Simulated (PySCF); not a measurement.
C₃H₇ITe, SMILES [Te](I)C(C)C.

Coordinates come from a B3LYP-D3(BJ)/def2-SVP optimisation. The def2 effective core potentials stand for the cores of I, Te; spin–orbit coupling is left out. The values are those of a single conformer.

All values below come from TDDFT-PBE/def2-SVPD in PySCF 2.14.0.

Vertical excitations. The molecule is in vacuum.

```
state  energy (eV)  λ (nm)      f          main pairs
-----  -----------  ------  -----  ------------------
S1            1.80     687  0.001     HOMO→LUMO 101 %
S2            3.12     398  0.004   HOMO−1→LUMO 100 %
S3            3.53     351  0.001   HOMO−2→LUMO 100 %
S4            3.73     333  0.000    HOMO→LUMO+1 99 %
S5            4.16     298  0.003    HOMO−3→LUMO 98 %
S6            4.83     257  0.013   HOMO→LUMO+2 100 %
S7            5.08     244  0.008  HOMO−1→LUMO+1 83 %
S8            5.18     239  0.018    HOMO→LUMO+3 99 %
S9            5.27     235  0.011    HOMO−5→LUMO 90 %
S10           5.36     232  0.002  HOMO−2→LUMO+1 83 %
T1            1.25     990      0     HOMO→LUMO 100 %
T2            2.67     464      0   HOMO−1→LUMO 100 %
T3            3.08     403      0   HOMO−2→LUMO 100 %
T4            3.29     376      0    HOMO→LUMO+1 99 %
```
Triplets are in the Tamm–Dancoff approximation, which puts them higher than full response would, so one can lie above its singlet here.
